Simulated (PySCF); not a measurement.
Compound: GaH2F.
Geometry (PBE0-D3(BJ)/def2-SVP, Å), atoms numbered from 1 in this order:
```xyz
4
FGaH2 angstrom
Ga     0.0627    0.1063    0.0003
H      1.6109   -0.0813    0.0148
H     -0.8383    1.3794   -0.0194
F     -0.8353   -1.4044    0.0043
```

Computed, not measured: PBE0-D3(BJ)/def2-SVP geometry optimisation, gas phase in PySCF.

(1) Which atoms are bound to Ga1, and at what distances?

(2) List the angles at Ga1.

(3) What is the shape at Ga1?

(4) What are the rotational constants (commonest isotopes, rigid rotor)?

Answers

(1) 3 atoms: H2 1.560 Å, H3 1.560 Å, F4 1.757 Å.

(2) 
| angle | degrees | distance of the outer atoms (Å) |
| --- | --- | --- |
| H2–Ga1–H3 | 132.2 | 2.85 |
| H3–Ga1–F4 | 114.0 | 2.78 |
| H2–Ga1–F4 | 113.8 | 2.78 |

(3) Planar: angles 132.2°, 114.0° and 113.8°, sum 360.0°, 0.00 Å off the plane of its three neighbours.

(4) A = 123308, B = 10525, C = 9697 MHz: a near-prolate asymmetric top.

Point group: C2v (tolerance 0.08 Å). Charge 0, singlet. Not checked by PBE0-D3(BJ)/def2-SVP frequencies.
